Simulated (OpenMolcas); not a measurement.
## Fe4+: moving or changing the point charges

Fe4+ among 5 point charges of -2.6 e arranged as a trigonal bipyramid (D3h), 1.94 Å from the ion, with the axial distance 1.959 Å.
```
   1.9400    0.0000    0.0000  -2.60
  -0.9700    1.6801    0.0000  -2.60
  -0.9700   -1.6801    0.0000  -2.60
   0.0000    0.0000    1.9594  -2.60
   0.0000    0.0000   -1.9594  -2.60
```

```json
{
  "Program": "OpenMolcas 26.06",
  "Method": "SS-CASPT2, IPEA 0.25 Eh, imaginary shift 0.1 Eh (closed shells correlated: 3s 3p)",
  "Basis": "ANO-RCC-VDZP [5s4p2d1f]",
  "Scalar Hamiltonian": "DKH2, point nucleus",
  "Active space": "4 electrons in 5 orbitals (3d)",
  "State averaging": "2S+1 = 5 even, 5 roots; 2S+1 = 3 even, 45 roots; 2S+1 = 1 even, 50 roots",
  "Spin-orbit coupling": "RASSI with atomic mean-field integrals over the reference wave functions"
}
```

Runs around this geometry, states (labels of D3, the rotations of D3h). Energies in cm-1 above the lowest state or level, χT in cm3 K/mol.

| R (Å) | q (e) | Axial / equatorial distance | Ground state | First state of that spin | First gap with spin-orbit (degeneracies) | χT at 300 K | First state of another spin |
| --- | --- | --- | --- | --- | --- | --- | --- |
| 1.94 | -2.6 | 0.93 | 5A1 | 5E 5090 | 16 (1, 2) | 2.724 | 3E 27510 |
| 1.94 | -1.3 | 1.01 | 5A1 | 5E 1790 | 37 (1, 2) | 2.237 | 3E 26860 |
| 1.81 | -2.6 | 1.01 | 5A1 | 5E 4790 | 17 (1, 2) | 2.707 | 3E 27310 |
| 1.94 | -2.6 | 1.01 | 5A1 | 5E 3530 | 21 (1, 2) | 2.600 | 3E 27220 |
| 2.17 | -2.6 | 1.01 | 5A1 | 5E 2160 | 32 (1, 2) | 2.359 | 3E 27010 |

Taking the first state of the same spin as R^-n, n = -ln(2160 / 4790) / ln(2.17 / 1.81) = 4.4 between the shortest and longest distance.

Scaling the charges by -1.3 / -2.6 = 0.50 scales the first state of the same spin by 1790 / 3530 = 0.51; with fixed orbitals a first-order splitting would follow the charge.

Roots that are degenerate in the reference are averaged as groups; the widest CASPT2 spread within a group is 120 cm-1 (the 2-fold group of multiplicity 5 near 8000 cm-1 above the lowest state of its run, R = 1.94, q = -2.6, ratio = 0.93). Shifts and gaps below about the spread of the groups concerned are not significant. Point charges give a weaker field than real ligands, and real ions of this kind are often low spin; the high spin found here belongs to the model. Free-ion shares, where given, are those of the reference states; single-state CASPT2 does not remix them. The ground term spreads over less than 5000 cm-1, several times less than with real ligands, so orbital moments are less quenched and χT lies further from the spin-only value than at real sites (holds for R = 1.94, q = -1.3, ratio = 1.01; R = 1.94, q = -2.6, ratio = 1.01; R = 2.17, q = -2.6, ratio = 1.01). This is an electrostatic model: the charges have no orbitals. No measured value stands beside these numbers.
